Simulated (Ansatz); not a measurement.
`N=C(O)[NH][AlH2]` → `C=[N][Al]([NH2])[OH]`  (isomerisation)

Gas-phase electronic energies from Ansatz, PBE0-D4/def2-TZVP geometries. CCSD(T)/CBS is the MP2 limit (def2-TZVPP, def2-QZVPP) plus CCSD(T) − MP2 in def2-TZVPP, frozen cores. DFT in def2-TZVPP. One conformer a species, not always the lowest.

```csv
level,ΔE (kJ/mol)
ωB97X-V,-185.0
B2PLYP,-206.1
PBE,-174.7
SCS-MP2/def2-QZVPP,-216.7
```

(1) What does CCSD(T)/CBS give? (An estimate is asked.)

Largest T1 diagnostic among the species: 0.014.

## Answers

(1) Ansatz gave: -209.6 kJ/mol. The listed levels differ from it by 24.6, 3.5, 34.9, -7.1 kJ/mol.

From PBE to PBE0 (25 % exact exchange), in def2-TZVPP and without D4, ΔE moves by −4.2 kJ/mol.
